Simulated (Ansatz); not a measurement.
Total energies of the cluster GeBr₂⁺ (the lowest doublet isomer of a short search) from Ansatz at r2SCAN-D4/def2-TZVP, gas phase (1 Eh = 27.2114 eV = 2625.5 kJ/mol). The reference geometry is relaxed at r2SCAN-D4/def2-TZVP.

Cartesian coordinates in Å:
```
Ge -0.1763 0.4611 -0.5380
Br 1.9026 0.4745 0.2787
Br -1.7263 -0.9356 0.2593
```

```tsv
state	geometry	energy (Eh)
charge 1 doublet	reference	-7225.01991
charge 0 singlet	reference	-7225.35090
charge 1 quartet	relaxed at r2SCAN-D4/def2-TZVP	-7224.89795
```

Problem. Work out the vertical electron affinity, to the singlet.

Solution. E(charge 1 doublet) − E(charge 0 singlet) = -7225.01991 − (-7225.35090) = 0.33099 Eh = 9.01 eV.

Problem. Which of the charge 1 states is lowest, and how far above it are the others?

Solution. The doublet. quartet: -7224.89795 − (-7225.01991) = 0.12196 Eh = 320.2 kJ/mol.

The structure comes from a short search, and lower isomers may exist.
